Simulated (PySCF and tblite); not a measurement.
Values are calculated unless marked as measured or tabulated.
System: C7H8Br (charge +1), numbered as in [CH:1]#[C:2][C@@H:3]1[C+:4]([CH3:5])[CH2:6][C@H:7]1[Br:8].

For the shift of H on C3 from C3 to C4: electronic barrier 4.01 kcal/mol, zero-point change -0.71 kcal/mol, thermal and entropy terms at 200 K a further 0.24 kcal/mol (symmetry numbers apart). The minimum is C1, the saddle C1. The path came from a restrained scan, a climbing-image band and a saddle search at GFN2-xTB; energies are PBE0/pcSseg-1 + D3(BJ)//PBE0-D3(BJ)/def2-SVP, thermal terms GFN2-xTB. Rates follow Eyring's equation with the number of equivalent paths and no tunnelling. Run with tblite and PySCF.

Q: How many equivalent paths lead out of the minimum?

A: 1: the symmetry number of the minimum is 1, that of the saddle displaced along its mode 1.

Q: Work out the rate at 200 K.

A: ΔG‡ = 3.54 kcal/mol; k_B T/h = 4.2×10¹² s⁻¹; exp(−ΔG‡/RT) = 0.00014; times 1 gives k = 5.6×10⁸ s⁻¹.

The ion is treated without a counter-ion. Spin–orbit effects of heavy atoms on shieldings are missing.
